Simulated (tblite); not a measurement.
Compound: C6H18BN.
Structure used (GFN2-xTB), in Å, numbered top down from 1:
```xyz
26
C6H18BN angstrom
C      3.5749   -0.5246    0.9992
C      2.5308    0.2793    0.2305
C      1.1102   -0.2514    0.4303
B      0.0483    0.6242   -0.4423
N     -1.5197    0.1291   -0.1553
C     -1.8888    0.3652    1.2366
C     -2.4052    0.9069   -1.0177
C     -1.6768   -1.2875   -0.4673
H      3.3651   -0.5018    2.0677
H      4.5720   -0.1180    0.8379
H      3.5724   -1.5640    0.6738
H      2.5689    1.3226    0.5508
H      2.7704    0.2588   -0.8346
H      0.9028   -0.2224    1.5056
H      1.1162   -1.3079    0.1423
H      0.2027    0.4662   -1.6162
H      0.0586    1.7782   -0.1342
H     -1.2439   -0.2168    1.8893
H     -2.9310    0.0857    1.4191
H     -1.7524    1.4180    1.4710
H     -3.4517    0.6304   -0.8576
H     -2.2753    1.9656   -0.8079
H     -2.1420    0.7339   -2.0582
H     -1.0505   -1.8785    0.1952
H     -2.7188   -1.6018   -0.3523
H     -1.3581   -1.4666   -1.4913
```

All values are computed: GFN2-xTB (tblite) harmonic vibrations without scaling, gas phase. The method is semi-empirical: single wavenumbers can be off by several per cent or more. Modes of hydrogen on boron can be 10 to 20 % off. One conformer, not necessarily the lowest.

Harmonic wavenumbers (cm⁻¹): 34.6, 69.9, 117.7, 132.8, 223.0, 235.1, 248.7, 258.9, 277.1, 283.2, 308.2, 401.9, 440.9, 450.3, 477.6, 617.2, 689.1, 799.9, 895.2, 906.5, 911.9, 965.5, 981.6, 1020.3, 1031.1, 1035.4, 1070.4, 1086.3, 1095.8, 1109.0, 1113.7, 1134.9, 1229.3, 1245.4, 1249.9, 1265.4, 1269.6, 1279.3, 1303.0, 1356.7, 1406.0, 1407.6, 1411.6, 1430.0, 1458.0, 1473.3, 1475.9, 1478.9, 1480.7, 1500.9, 1505.7, 1510.8, 1512.8, 1521.1, 2407.8, 2429.7, 2914.1, 2937.6, 2949.2, 2949.7, 2954.7, 2966.4, 2982.6, 3011.2, 3012.4, 3020.0, 3041.7, 3046.5, 3048.3, 3049.5, 3053.3, 3056.0.

A = 4086, B = 833.6, C = 820.3 MHz; mass 115.153 u (most abundant isotopes); point group C1, symmetry number 1.

What is the zero-point energy?

½Σν̃ = 52013 cm⁻¹ = 622.22 kJ/mol.

What is S at 400 K and 1 bar for an ideal gas of classical rigid rotors and harmonic oscillators?

Translation 174.16, rotation 125.56, vibration 190.48: S = 490.2 J/(mol K).

And Cp and H(400 K) − H(0)?

Cp = 236.06 J/(mol K), of which vibrations give 202.80 (their classical limit is 72 R = 598.6); H(400 K) − H(0) = 53.33 kJ/mol without the zero-point energy, 40.03 from vibrations.

How do the functions run with temperature in this model?

```
T (K)  S (J/(mol K))  Cp (J/(mol K))  H − H(0) (kJ/mol)  G − H(0) (kJ/mol)  ln q(vib)
  100          292.7            84.6               5.62             -23.65       1.94
  200          367.1           133.6              16.64             -56.79       4.87
  300          430.3           182.7              32.39             -96.71       7.87
  500          548.3           285.8              79.48            -194.69      13.89
  800          709.0           397.9             183.33            -383.85      22.89
 1000          803.5           448.9             268.27            -535.26      28.66
```

q(vib) and H(0) count from the zero-point level.

What must be added to the electronic energy to get the Gibbs energy at 400 K and 1 bar?

ZPE + [H(400 K) − H(0)] − T·S = 622.22 + 53.33 − 196.08 = 479.47 kJ/mol.

Hindered rotation and anharmonicity are outside this model. Other conformers, if any are populated, would add a mixing term that is left out.

Time: 1.9 s of wall time. Hardware: one thread of an Arm Neoverse N1, shared host with 64 logical CPUs at a one-minute load of 62. The figure is for the frequency step alone.
